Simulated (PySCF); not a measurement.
## How methods differ on the excitation energy of Cr

Cr [Ar] 3d5 4s1 (7S) → Cr [Ar] 3d4 4s1 5s1 (7D), as a difference of total energies. All numbers are calculated (PySCF 2.14, scalar relativity by spin-free X2C-1e, in x2c-TZVPPall with one added diffuse shell each of s, p, d, f type (7s6p5d3f1g, 80 functions)). Correlated levels: valence and next inner shell: [Ne] frozen. The calculations carry no spin-orbit coupling.

```
                                method  excitation energy (eV)
                                   UHF                   4.443
    MP2 (valence and next inner shell)                   6.026
SCS-MP2 (valence and next inner shell)                   5.312
   CCSD (valence and next inner shell)                   5.593
CCSD(T) (valence and next inner shell)                   5.673
```

How much does correlation contribute at CCSD(T) (valence and next inner shell)?

5.673 − (4.443) = 1.230 eV, measured against UHF.

The promoted electron is Rydberg-like, and one or two diffuse shells describe it only roughly, which tends to raise the upper state.
